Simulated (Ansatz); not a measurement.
Born–Oppenheimer molecular dynamics of BrF₆HW (9 atoms, charge 0, multiplicity 1). It starts at the highest image of a converged band, a first-order saddle point between two minima.

Method: Ansatz, RKS PBE/def2-SVP.

```
ensemble                      : NVE (velocity Verlet)
time step                     : 0.5 fs
steps asked                   : 200
starting velocities drawn for : 300 K
seed                          : 10382
```

First frame:

```xyz
9
Properties=species:S:1:pos:R:3
W 0.120 0.328 -0.241
F 0.711 -0.482 2.476
F 1.907 -0.183 -0.327
F -0.015 1.783 -1.411
F -1.565 0.742 0.431
F -0.304 -1.384 0.352
F -0.175 -0.484 -1.904
Br 1.020 2.178 1.256
H 1.048 0.365 2.729
```

**Question.** How far do the bonds stretch over the last three quarters of this one trajectory? (Pairs bonded in most of those frames.)

**Answer.** 
| bond | mean (Å) | spread (Å) | shortest | longest |
| --- | --- | --- | --- | --- |
| W1–F3 | 1.882 | 0.047 | 1.80 | 1.94 |
| W1–F4 | 1.876 | 0.010 | 1.86 | 1.89 |
| W1–F5 | 1.857 | 0.030 | 1.82 | 1.91 |
| W1–F6 | 1.861 | 0.009 | 1.85 | 1.88 |
| W1–F7 | 1.883 | 0.019 | 1.85 | 1.91 |
| W1–Br8 | 2.512 | 0.011 | 2.49 | 2.52 |
| F2–H9 | 0.940 | 0.023 | 0.91 | 0.98 |

Mean temperature of the second half: 241 K. The conserved energy stayed within 0.12 meV per atom of its start (net change 0.0063 meV per atom), so the integration is sound. A run of 0.1 ps of so small a system gives no equilibrium averages. The orbitals stay closed-shell, which can raise the energy where a bond breaks towards radicals; this wasn't checked here.

Run time: 8.8 min on 4 threads of Arm Neoverse V1 (shared host), peak memory 0.25 GiB.
